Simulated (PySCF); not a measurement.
**Electron correlation in Rh (rhodium, neutral)**

[Kr] 4d7 5s2, high-spin 4F determinant (an excited configuration). Computed with PySCF 2.14 in aug-cc-pVTZ-DK (9s8p6d3f2g, 102 functions), with scalar relativity by spin-free X2C-1e. Frozen: [Kr]; 9 electrons correlated.

| level | correlation energy (mhartree) |
| --- | --- |
| CCSD | -239.49 |
| (T) | -10.71 |
| CCSD(T) | -250.20 |

Diagnostics: T1 = 0.024, D1 = 0.0852, largest double amplitude 0.049.

Cost of the coupled-cluster step: roughly 30 core-seconds, for 9 correlated electrons.
